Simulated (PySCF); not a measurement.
SMILES C[CH2][SnH]([O]C)[O]C at its GFN2-xTB optimised geometry (Å):

```
19

Sn     0.2613    -1.4275     0.0000
C     -1.1167    -2.3307     1.4526
C     -1.3180    -1.4961     2.6960
O     -0.3132    -2.2487    -1.7533
C      0.3016    -2.0980    -3.0003
O     -0.3477     0.4985     0.0000
C      0.0209     1.5016    -0.9029
H      2.0365    -1.4275     0.0000
H     -0.7409    -3.3243     1.6871
H     -2.0365    -2.4218     0.8737
H     -2.0933    -1.9527     3.3111
H     -1.6298    -0.4883     2.4377
H     -0.4070    -1.4346     3.2850
H      0.0717    -1.1279    -3.4492
H     -0.0940    -2.8868    -3.6441
H      1.3886    -2.2077    -2.9476
H     -0.4555     2.4218    -0.5573
H     -0.3273     1.2869    -1.9168
H      1.1025     1.6589    -0.9298
```

Level of theory: PySCF with B3LYP/def2-SVP, def2 effective core potentials past Kr. The core electrons that the potentials of Sn replace are not part of the density. Cells within 0.4 Å of a nucleus heavier than hydrogen are left out (blank, or x).

Map of the Laplacian of the electron density (e/bohr⁵) on the plane z = 1.5 Å:

```
|77777777777777777777777777777|
|77777777777777777777777777777|
|77777777777777777777777777777|
|77777777777777777777777777777|
|77777777777777777777777777777|
|77777777777777777777777777777|
|77777777777777777777777777777|
|77777777777777777777777777777|
|77777777777777777777777777777|
|77777777777777777777777777777|
|77777777777777777777777777777|
|77777777777777777777777777777|
|77777777777777777777777777777|
|77777777777777777777777777777|
|77777777777777777777777777777|
|77777777777777777777777777777|
|77777777777777777777777777777|
|77777777788887777777777777777|
|77777777888888777777777777777|
|77777778888888777777777777777|
|77777778889967777777777777777|
|7777777874xx68877777777777777|
|7777777875xx48877777777777777|
|77777778885048877777777777777|
|77777777887008877777777777777|
|77777777788658777777777777777|
|77777777777887777777777777777|
|77777777777777777777777777777|
|77777777777777777777777777777|
```
Scale: ten equal steps from -0.871 (start of '0') to 0.289 (end of '9'), in the order '0123456789'; x runs from -4.50 to 4.50, y from -4.50 (bottom) to 4.50 (top).
